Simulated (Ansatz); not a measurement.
`[AlH2][CH2][SiH2][GeH3]` from Hartree–Fock to CCSD(T)

```xyz
13

Al    0.7965   -0.8442    1.3263
C     1.2372    0.8229    0.3484
Si   -0.3348    1.3566   -0.4808
Ge   -1.2476   -0.7744   -1.0538
H     1.7715   -2.0974    1.2590
H    -0.3306   -0.7347    2.4447
H     2.0072    0.6173   -0.4021
H     1.6161    1.6024    1.0170
H    -0.2167    2.2142   -1.6930
H    -1.2789    2.0076    0.4654
H    -0.8296   -1.3616   -2.4117
H    -2.7243   -1.0959   -0.7899
H    -0.4660   -1.7126   -0.0295
```

Charge 0, multiplicity 1. Correlated methods include outer-core shells of Ge, which these sets cover unevenly. Scalar relativity is left out up to krypton. All single points use the PBE0-D4/def2-TZVP geometry. It is one conformer, not always the lowest. Frozen core, restricted reference, Ansatz 0.2.0.

| basis | HF (Eh) | MP2 corr. | CCSD corr. | (T) | CCSD(T) total |
| --- | --- | --- | --- | --- | --- |
| def2-SVP | -2648.84872 | -0.55531 | -0.61409 | -0.01789 | -2649.48070 |
| def2-TZVPP | ? | ? | -0.71854 | ? | ? |
| def2-QZVPP | ? | -0.95034 | – | – | – |

Fill in the withheld values. (Estimate.)

Ansatz gave: def2-TZVPP HF (Eh): -2649.34543; def2-TZVPP MP2 corr.: -0.65987; def2-TZVPP (T): -0.02638; def2-TZVPP CCSD(T) total: -2650.09035; def2-QZVPP HF (Eh): -2649.40568.
